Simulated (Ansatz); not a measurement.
System: sum formula SiN2H4F2, charge 0, multiplicity 1. 
Geometry from a B3LYP-D3(BJ)/def2-TZVP (Ansatz, a quantum-chemistry and plane-wave program) optimisation:
SMILES: N[Si](N)(F)F
```xyz
9

Si    -0.0012    -0.0081    -0.0030
F      0.3503    -0.5884    -1.4490
F     -0.6248    -1.2597     0.7691
N     -1.1963     1.1814     0.0597
N      1.4596     0.5910     0.5924
H     -2.1730     0.9472     0.1243
H     -1.0427     2.1072    -0.3029
H      1.5152     1.0739     1.4733
H      2.3450     0.2109     0.3017
```

Basis-set convergence of Hartree-Fock and MP2 correlation energies (hartree) with Ansatz. Valence correlation only, unless marked. Spin-orbit coupling is left out. No relativistic terms.

```json
[
 {"basis": "cc-pV(D+d)Z", "functions": "99", "E(HF)": "-599.26723", "E(corr, MP2)": "-0.80511"},
 {"basis": "cc-pV(T+d)Z", "functions": "215", "E(HF)": "…", "E(corr, MP2)": "…"}
]
```

**Question.** Some entries are withheld; supply them.

**Answer.** 
- cc-pV(T+d)Z, E(HF): -599.41336
- cc-pV(T+d)Z, E(corr, MP2): -1.04479
